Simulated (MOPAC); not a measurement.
Job for MOPAC: PM7 on AlAsH6 (a complex).

```
PM7 1SCF PRECISE CHARGE=0 THREADS=1
AlAsH6

Al     0.28219905 1     0.62545735 1     0.56096258 1
H     -0.54047815 1    -0.29260812 1    -0.44148129 1
H     -0.24747156 1     2.09128831 1     0.86980076 1
H      1.81159463 1     0.28935591 1     0.83026113 1
As    -0.65179306 1    -0.48964184 1     2.79867666 1
H     -0.18668835 1     0.01034062 1     4.14651243 1
H     -0.43267756 1    -1.96111832 1     3.06276176 1
H     -2.13310047 1    -0.46808486 1     3.09571185 1
```

Program output:

```
*******************************************************************************
 **                                                                           **
 **                              MOPAC v23.2.5                                **
 **                                                                           **
 *******************************************************************************
 ** MOPAC's Digital Object Identifier: https://doi.org/10.5281/zenodo.6511958 **
 **                                                                           **
 ** Please cite the open-source release paper for use of this MOPAC version:  **
 ** J. E. Moussa and J. J. P. Stewart (2026)                                  **
 ** MOPAC: An open-source semiempirical molecular orbital program             **
 ** J. Open Source Softw., 11(119), 8025, https://doi.org/10.21105/joss.08025 **
 *******************************************************************************

                              PM7 CALCULATION RESULTS

 *******************************************************************************
 *  PM7        - The PM7 Hamiltonian to be used
 *
 *
 *
 *                 CHARGE ON SYSTEM = 0
 *
 *
 *
 *  PRECISE    - TIGHTER CRITERIA TO BE USED
 *  1SCF       - DO 1 SCF AND THEN STOP
 *  THREADS=1  - MULTI-THREADING NOT USED
 *  T=         - A TIME OF 172800.0 SECONDS REQUESTED
 *  DUMP=N     - RESTART FILE WRITTEN EVERY 7200.0 SECONDS REQUESTED
 *******************************************************************************
PM7 1SCF PRECISE CHARGE=0 THREADS=1
 AlAsH6

   ATOM   CHEMICAL          X               Y               Z
  NUMBER   SYMBOL      (ANGSTROMS)     (ANGSTROMS)     (ANGSTROMS)

     1      Al          0.28219905  *   0.62545735  *   0.56096258  *
     2       H         -0.54047815  *  -0.29260812  *  -0.44148129  *
     3       H         -0.24747156  *   2.09128831  *   0.86980076  *
     4       H          1.81159463  *   0.28935591  *   0.83026113  *
     5      As         -0.65179306  *  -0.48964184  *   2.79867666  *
     6       H         -0.18668835  *   0.01034062  *   4.14651243  *
     7       H         -0.43267756  *  -1.96111832  *   3.06276176  *
     8       H         -2.13310047  *  -0.46808486  *   3.09571185  *



          CARTESIAN COORDINATES

    NO.       ATOM           X           Y           Z

     1        Al          0.2822      0.6255      0.5610
     2         H         -0.5405     -0.2926     -0.4415
     3         H         -0.2475      2.0913      0.8698
     4         H          1.8116      0.2894      0.8303
     5        As         -0.6518     -0.4896      2.7987
     6         H         -0.1867      0.0103      4.1465
     7         H         -0.4327     -1.9611      3.0628
     8         H         -2.1331     -0.4681      3.0957

 General Reference for PM7:
 "Optimization of Parameters for Semiempirical Methods VI: More Modifications to the
 NDDO Approximations and Re-optimization of Parameters", J. J. P. Stewart, J. Mol. Mod., 1:32, 19 (2013)
 https://link.springer.com/article/10.1007/s00894-012-1667-x

           Empirical Formula: H6 Al As  =     8 atoms



      MOLECULAR POINT GROUP   :   C3v


      RHF CALCULATION, NO. OF DOUBLY OCCUPIED LEVELS = 7


 -------------------------------------------------------------------------------
 PM7 1SCF PRECISE CHARGE=0 THREADS=1
 AlAsH6



     1SCF WAS SPECIFIED, SO BFGS WAS NOT USED
     SCF FIELD WAS ACHIEVED


                              PM7 CALCULATION
                                                       MOPAC v23.2.5 Linux




          FINAL HEAT OF FORMATION =         14.77870 KCAL/MOL =      61.83407 KJ/MOL


          COSMO AREA              =        113.65 SQUARE ANGSTROMS
          COSMO VOLUME            =        100.07 CUBIC ANGSTROMS

          IONIZATION POTENTIAL    =         10.014004 EV
          HOMO LUMO ENERGIES (EV) =        -10.014 -2.628
          NO. OF FILLED LEVELS    =          7
          MOLECULAR WEIGHT        =        107.9505         POINT GROUP:  C3v

          MOLECULAR DIMENSIONS (Angstroms)

            Atom       Atom       Distance
            H     6    H     2     4.61158
            H     8    H     4     4.20131
            H     3    H     7     4.01822


          SCF CALCULATIONS        =          1





   ATOM   CHEMICAL          X               Y               Z
  NUMBER   SYMBOL      (ANGSTROMS)     (ANGSTROMS)     (ANGSTROMS)

     1      Al          0.28219905  *   0.62545735  *   0.56096258  *
     2       H         -0.54047815  *  -0.29260812  *  -0.44148129  *
     3       H         -0.24747156  *   2.09128831  *   0.86980076  *
     4       H          1.81159463  *   0.28935591  *   0.83026113  *
     5      As         -0.65179306  *  -0.48964184  *   2.79867666  *
     6       H         -0.18668835  *   0.01034062  *   4.14651243  *
     7       H         -0.43267756  *  -1.96111832  *   3.06276176  *
     8       H         -2.13310047  *  -0.46808486  *   3.09571185  *

                             CARTESIAN COORDINATES

   1   Al        0.282199050     0.625457350     0.560962580
   2    H       -0.540478150    -0.292608120    -0.441481290
   3    H       -0.247471560     2.091288310     0.869800760
   4    H        1.811594630     0.289355910     0.830261130
   5   As       -0.651793060    -0.489641840     2.798676660
   6    H       -0.186688350     0.010340620     4.146512430
   7    H       -0.432677560    -1.961118320     3.062761760
   8    H       -2.133100470    -0.468084860     3.095711850


           Empirical Formula: H6 Al As  =     8 atoms



      MOLECULAR POINT GROUP   :   C3v


                  EIGENVALUES
 -20.46784 -15.65342 -15.65301 -13.61130 -13.09156 -13.09152 -10.01400  -2.62830
  -2.62811  -2.40705  -2.36805  -2.36796  -1.16775   2.11683   2.18847   2.18860
   2.68214   3.77018   3.77051  23.19715  23.19719  24.48457  25.83632  25.83643


              NET ATOMIC CHARGES AND DIPOLE CONTRIBUTIONS

  ATOM NO.   TYPE          CHARGE      No. of ELECS.   s-Pop       p-Pop       d-Pop
    1         Al          -0.801013        3.8010     0.82074     2.62761     0.35266
    2          H           0.065663        0.9343     0.93434
    3          H           0.065683        0.9343     0.93432
    4          H           0.065664        0.9343     0.93434
    5         As           0.331458        4.6685     1.31313     3.12560     0.22982
    6          H           0.090853        0.9091     0.90915
    7          H           0.090840        0.9092     0.90916
    8          H           0.090853        0.9091     0.90915
 DIPOLE           X         Y         Z       TOTAL
 POINT-CHG.    -3.002    -3.583     7.191     8.577
 HYBRID         0.183     0.218    -0.439     0.523
 SUM           -2.818    -3.364     6.752     8.053


          ATOMIC ORBITAL ELECTRON POPULATIONS

     Atom    s        px        py        pz      x^2-y^2     xz        z^2       yz        xy
    1 Al   0.82074   0.96293   0.94127   0.72341   0.08696   0.06001   0.06346   0.07540   0.06682
    2  H   0.93434
    3  H   0.93432
    4  H   0.93434
    5 As   1.31313   1.00590   1.01467   1.10503   0.09408   0.02893   0.06870   0.03118   0.00693
    6  H   0.90915
    7  H   0.90916
    8  H   0.90915

 **********************
 *                    *
 * JOB ENDED NORMALLY *
 *                    *
 **********************




 == MOPAC DONE ==
```

The run finished.

Cost: roughly 0.03 core-seconds.
